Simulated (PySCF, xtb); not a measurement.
Te(NH2)2 (H4N2Te), SMILES N[Te]N. Other conformers were not sampled.

Harmonic wavenumbers (cm⁻¹) from GFN2-xTB in xtb 6.7.1 at its own minimum, in rising order: 168, 250, 254, 468, 517, 683, 723, 849, 870, 1502, 1515, 3396, 3408, 3435, 3437.

Q: What does PBE-D3(BJ)/def2-SVP (PySCF) give at its own minimum? (The exact figures need the calculation; the answer reports its results.)

A: 180, 364, 399, 447, 493, 659, 688, 865, 884, 1479, 1489, 3412, 3412, 3523, 3526. Paired by order, the mean absolute difference is 44 cm⁻¹ and the zero-point energies are 30.7 and 31.2 kcal/mol.
